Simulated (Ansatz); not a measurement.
```yaml
crystal:
  periodic: [false, false, false]
  atoms:
    - {symbol: C, position_ang: [-0.994247, 0.963324, -0.849310]}
    - {symbol: B, position_ang: [-0.047092, -0.277589, -0.514442]}
    - {symbol: C, position_ang: [1.432117, 0.023749, -0.006642]}
    - {symbol: Se, position_ang: [-1.133042, -1.244459, 1.243490]}
    - {symbol: H, position_ang: [-2.035143, 0.701283, -1.061382]}
    - {symbol: H, position_ang: [-0.989202, 1.742775, -0.078833]}
    - {symbol: H, position_ang: [-0.606088, 1.433816, -1.761265]}
    - {symbol: H, position_ang: [-0.177086, -1.244357, -1.237504]}
    - {symbol: H, position_ang: [1.475927, 0.772067, 0.792790]}
    - {symbol: H, position_ang: [1.987555, -0.858891, 0.324114]}
    - {symbol: H, position_ang: [1.995608, 0.442768, -0.850313]}
    - {symbol: H, position_ang: [-0.092269, -2.182269, 1.687007]}
    - {symbol: H, position_ang: [-0.796637, -0.306916, 2.327087]}
basis:
  gaussian: {orbitals: ANO-RCC-VTZP, nuclear_model: gaussian}
hamiltonian: {xc: {name: wB97X-V}}
output: {forces: true}
```

```sh
$ ansatz run in.yaml --threads 4 --pin off --events-out ev --progress --plain --max-ram 10444MiB
```

Output, abridged:

```
Functional definition: wB97X-V
1685 factors; their error is unknown
499 factors; integrals over basis functions are off by at most 6.4e-6 eV
mean field evaluation 1: about -69007.1463 eV, gradient 5.0e1 eV
mean field evaluation 2: about -69009.9993 eV, gradient 3.8e1 eV
mean field evaluation 4: about -69013.3918 eV, gradient 9.3e-1 eV
mean field evaluation 8: about -69013.5064 eV, gradient 2.2e-1 eV
mean field evaluation 16: about -69013.5065 eV, gradient 6.9e-5 eV
mean field -69013.50647950 eV, -2536.1995840869 hartree, gradient 6.9e-5 eV, S^2 0.000000; 0 other end points of the search recorded, 0 dependent functions left out
reference -69013.50647601 eV, -2536.1995839584 hartree; 30, 30 occupied and 229, 229 virtual orbitals, 1685 factors
Total energy: -69013.50647601 eV, -2536.1995839584 hartree
Relativity: scalar
Atom 0 at    -0.994247     0.963324    -0.849310 Å, force    -0.063716     0.118685    -0.038340 eV/Å
Atom 1 at    -0.047092    -0.277589    -0.514442 Å, force    -0.000707    -0.108918    -0.166880 eV/Å
Atom 2 at     1.432117     0.023749    -0.006642 Å, force     0.142027     0.042921     0.040460 eV/Å
Atom 3 at    -1.133042    -1.244459     1.243490 Å, force     0.112978    -0.039187     0.305422 eV/Å
Atom 4 at    -2.035143     0.701283    -1.061382 Å, force    -0.021883    -0.016596     0.001109 eV/Å
Atom 5 at    -0.989202     1.742775    -0.078833 Å, force     0.003139     0.010811     0.027336 eV/Å
Atom 6 at    -0.606088     1.433816    -1.761265 Å, force     0.005433     0.004562    -0.008043 eV/Å
Atom 7 at    -0.177086    -1.244357    -1.237504 Å, force     0.006986     0.002726    -0.005606 eV/Å
Atom 8 at     1.475927     0.772067     0.792790 Å, force    -0.009349     0.014667     0.020667 eV/Å
Atom 9 at     1.987555    -0.858891     0.324114 Å, force     0.001419    -0.023687     0.009026 eV/Å
Atom 10 at     1.995608     0.442768    -0.850313 Å, force    -0.000122     0.003345    -0.011424 eV/Å
Atom 11 at    -0.092269    -2.182269     1.687007 Å, force    -0.124621     0.097394    -0.052274 eV/Å
Atom 12 at    -0.796637    -0.306916     2.327087 Å, force    -0.051584    -0.106723    -0.121453 eV/Å
Dipole moment:    -0.113668    -0.189733     0.520135 e Å
```

Hardware: 4 threads of an Arm Neoverse V1 on a shared host. Wall time 27 s, peak host memory 1.4 GiB.
